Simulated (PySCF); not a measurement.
# Excitation energy of Xe²⁺ by level of theory

Xe²⁺ [Kr] 4d10 5s2 5p4 (3P) → Xe²⁺ [Kr] 4d10 5s2 5p3 6s1 (5S), as a difference of total energies. Calculation: PySCF 2.14, in aug-cc-pVQZ-PP with one added diffuse shell each of s, p, d, f, g type with ECP28MDF (8s8p6d4f3g, 117 functions); scalar relativity through the core potential. Correlated levels: valence: 4s2 4p6 4d10 frozen. The calculations carry no spin-orbit coupling.

```json
{"method": "UHF", "excitation energy (cm⁻¹)": "113130"}
{"method": "LDA", "excitation energy (cm⁻¹)": "116330"}
{"method": "PBE", "excitation energy (cm⁻¹)": "114980"}
{"method": "PBE0", "excitation energy (cm⁻¹)": "116520"}
{"method": "r2SCAN", "excitation energy (cm⁻¹)": "119390"}
{"method": "TPSSh", "excitation energy (cm⁻¹)": "118040"}
{"method": "B2PLYP", "excitation energy (cm⁻¹)": "117350"}
{"method": "CAM-B3LYP", "excitation energy (cm⁻¹)": "118670"}
{"method": "MP2 (valence)", "excitation energy (cm⁻¹)": "115260"}
{"method": "SCS-MP2 (valence)", "excitation energy (cm⁻¹)": "117430"}
```

The promoted electron is Rydberg-like, and one or two diffuse shells describe it only roughly, which tends to raise the upper state.
